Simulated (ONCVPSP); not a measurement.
**What one change does to a pseudopotential (silver (Ag), ONCV)**

```
Element                 : silver (Ag)
Generator               : ONCVPSP 4.0.1
Type                    : optimised norm-conserving Vanderbilt (ONCV)
Functional              : PBEsol
Relativity              : scalar-relativistic
Frozen core             : [Ar] 3d10
Valence charge          : 19
Reference configuration : 4s2 4p6 4d10 5s1
Partial waves           : 4s+5s: rc 1.35 bohr, ncon 5, nbas 9, qcut 8.3 1/bohr, 2 projectors; 4p: rc 1.65 bohr, ncon 3, nbas 8, qcut 8 1/bohr, 3 projectors, debl 2.3 Ha; 4d: rc 1.35 bohr, ncon 4, nbas 7, qcut 6.4 1/bohr, local
Local potential         : the d channel
Core correction         : none
```

All-electron outer shells of the reference configuration (PBEsol, scalar-relativistic, ld1.x):

```tsv
shell	level (eV)	outermost node (bohr)	outermost maximum (bohr)
3d	-358.49	–	0.27
4s	-94.97	0.44	0.82
4p	-58.51	0.44	0.87
4d	-7.45	0.43	1.04
5s	-4.42	1.11	2.49
```

Change: d: qcut 3.8.

Cutoffs: the cutoffs (Ha) at which the residual kinetic energy of the hardest occupied pseudo-wave falls to 1 and 0.1 mHa per electron; they do not see the model core or the augmentation charge, which bear on the density cutoff. Errors are all-electron minus pseudo energies relative to the spin-unpolarised reference configuration.

Problem. How do hardness, ghosts and transferability respond?

Solution. The potential gets harder (80 Ha and 96 Ha → 92 Ha and 108 Ha); both files keep a bound ghost (s); of the 4 tests that both files solve, the error grows in 3 and shrinks in 0 by more than 15 % and 0.3 meV (median size 4.7 → 8.1 meV).

| quantity | base | changed |
| --- | --- | --- |
| cutoff, loose | 80 Ha | 92 Ha |
| cutoff, tight | 96 Ha | 108 Ha |
| loose cutoff by channel | s 31 Ha, p 20 Ha, d 80 Ha | s 31 Ha, p 20 Ha, d 92 Ha |
| bound ghosts | s | s |
| GHOST(+) flags under 300 eV | none | none |
| error for 4s2 4p6 4d10 5s0, meV [ΔE 7.75 eV] | -1.2 | -1.2 |
| error for 4s2 4p6 4d9 5s0, meV [ΔE 29.86 eV] | -6.9 | -11 |
| error for 4s2 4p6 4d8 5s0, meV [ΔE 66.04 eV] | -20 | -37 |
| error for 4s2 4p6 4d9 5s1 5p1, meV [ΔE 8.61 eV] | -2.6 | -5.4 |
| s: phases at 1.37 bohr within 0.05 rad from the reference energy up to (Ha; the scan ends near 5) | 2.6 | 2.4 |
| p: phases at 1.67 bohr within 0.05 rad from the reference energy up to (Ha; the scan ends near 5) | to the end of the scan | to the end of the scan |
| d: phases at 1.37 bohr within 0.05 rad from the reference energy up to (Ha; the scan ends near 5) | 4.2 | 3.4 |

 A true bound ghost makes a file unfit for plane-wave use even where its test errors are small: the radial tests pick states by their node count and pass the ghost by.
